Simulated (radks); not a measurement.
Problem. Coherent X-ray form factor from a spherical all-electron density. All-electron calculation, non-relativistic Kohn-Sham, PBEsol, spin-polarised, spherical densities, point nucleus. Program: a radial shooting solver on a logarithmic mesh with Libxc functionals.

| sin(theta)/lambda (1/angstrom) | f0 (electrons) |
|---|---|
| 0.05 | 55.371 |
| 0.1 | 51.956 |
| 0.15 | 48.422 |
| 0.2 | 45.073 |
| 0.25 | 41.917 |
| 0.3 | 39.036 |
| 0.4 | 34.212 |
| 0.5 | 30.326 |
| 0.6 | 27.006 |
| 0.8 | 21.750 |
| 1 | 18.273 |
| 1.25 | 15.455 |
| 1.5 | 13.190 |
| 2 | 9.223 |

The species is in the configuration that NIST lists as its ground one. Which atom or ion scatters so?

Solution. Neutral lanthanum, [Xe] 5d1 6s2. Extrapolating in s^2 from the first two rows gives f0(0) = 56.5, near the electron count 57; among species with that count, the fall with angle is slower the higher Z, and the table is that of Z = 57; from so few rows the species is fixed only to a neighbour or two.
